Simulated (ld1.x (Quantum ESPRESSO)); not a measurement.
# What one change does to a pseudopotential (Au (Z = 79), TM semilocal)

ld1.x (Quantum ESPRESSO) 7.5 input, shortened:

```
&input
   title='Au', zed=79., rel=1, dft='WC', iswitch=3,
   config='[Xe] 4f14 5d9 6s0 6p0'
 /
 &inputp
   pseudotype=1, tm=.true., lloc=1,
   nlcc=.true., new_core_ps=.true., rcore=1.10
 /
3
5S  1  0   2.00   0.00  1.50  1.50  0.0
5D  3  2   9.00   0.00  2.00  2.00  0.0
5P  2  1   6.00   0.00  1.50  1.50  0.0
 &test
   configts(1)='5s2 5p6 5d9 6s0 6p0'
 /
```

Change: type PAW, which also changes the form from semilocal to separable; waves now 5s (bound): rcut 1.30, rcutus 1.50 bohr; 6s (bound): rcut 1.30, rcutus 1.50 bohr; 5p (bound): rcut 1.40, rcutus 1.50 bohr; 6p (bound): rcut 1.40, rcutus 1.50 bohr; 5d (bound): rcut 1.75, rcutus 2.00 bohr; 5d channel at -1.5 Ry: rcut 1.75, rcutus 2.00 bohr; local potential all-electron potential smoothed inside 1.70 bohr (lloc = -2); augmentation BESSEL, radius 1.45 bohr.

Cutoffs: the cutoffs (Ry, on a coarse ladder) from which the occupation-weighted sum of valence levels, in a spherical-Bessel basis at the reference potential, stays within 10 and 1 mRy of its value at 400 Ry; they do not see the model core or the augmentation charge, which bear on the density cutoff. Errors are all-electron minus pseudo energies relative to the spin-unpolarised reference configuration.

Task: How do hardness, ghosts and transferability respond?

Result: The potential gets softer (80 Ry and 110 Ry → 40 Ry and 70 Ry); of the 7 tests that both files solve, the error grows in 2 and shrinks in 5 by more than 15 % and 0.3 meV (median size 108.6 → 7.5 meV); the range in which the s phases agree widens (upper end -3.8 → at the end of the scan); the range in which the p phases agree widens (upper end -1.3 → at the end of the scan); neither file shows a bound ghost at the reference potential, the only one tested. In the semilocal form every listed channel keeps its own potential, so the choice of the local channel does not act on these tests. It acts once the file is put into the separable form. A semilocal file is local in each channel, so a ghost entry of none says nothing of the separable form that plane-wave codes build from it. Several settings change at once here, so the effects cannot be laid on one of them.

| quantity | base | changed |
| --- | --- | --- |
| cutoff, loose | 80 Ry | 40 Ry |
| cutoff, tight | 110 Ry | 70 Ry |
| loose cutoff by channel (10 mRy a level) | s 45 Ry, d 35 Ry, p 45 Ry | s 25 Ry, p 30 Ry, d 21 Ry |
| bound ghosts | none | none |
| error for 5s2 5p6 5d10 6s1 6p0, meV [ΔE -30.69 eV] | +2843 | +7.5 |
| error for 5s2 5p6 5d10 6s0 6p0, meV [ΔE -21.24 eV] | +3.4 | +2.7 |
| error for 5s2 5p6 5d8 6s0 6p0, meV [ΔE 33.92 eV] | -6.7 | -10 |
| error for 5s2 5p6 5d7 6s0 6p0, meV [ΔE 81.67 eV] | -14 | -36 |
| error for 5s2 5p6 5d10 6s0.5 6p0, meV [ΔE -26.90 eV] | +1567 | +5.0 |
| error for 5s2 5p6 5d9 6s1 6p1, meV [ΔE -23.10 eV] | +3544 | +10 |
| error for 5s2 5p6 5d10 6s0 6p1, meV [ΔE -25.30 eV] | +109 | +4.8 |
| s: phases at 2.20 bohr within 0.05 rad from the reference energy up to (Ry; the scan ends near 5) | -3.8 | to the end of the scan |
| p: phases at 2.20 bohr within 0.05 rad from the reference energy up to (Ry; the scan ends near 5) | -1.3 | to the end of the scan |
| d: phases at 2.20 bohr within 0.05 rad from the reference energy up to (Ry; the scan ends near 5) | to the end of the scan | to the end of the scan |

Base: These tests converged, but a pseudo level misses the all-electron one widely, so the file describes the atom poorly there or has found another state: 5s2 5p6 5d10 6s1 6p0: 6s by 2.3 eV; 5s2 5p6 5d10 6s0 6p0: empty 6s by 3.4 eV; 5s2 5p6 5d8 6s0 6p0: empty 6s by 5.5 eV; 5s2 5p6 5d7 6s0 6p0: empty 6s by 6.8 eV; 5s2 5p6 5d10 6s0.5 6p0: 6s by 2.8 eV; 5s2 5p6 5d9 6s1 6p1: 6s by 2.8 eV; 5s2 5p6 5d10 6s0 6p1: empty 6s by 2.2 eV.
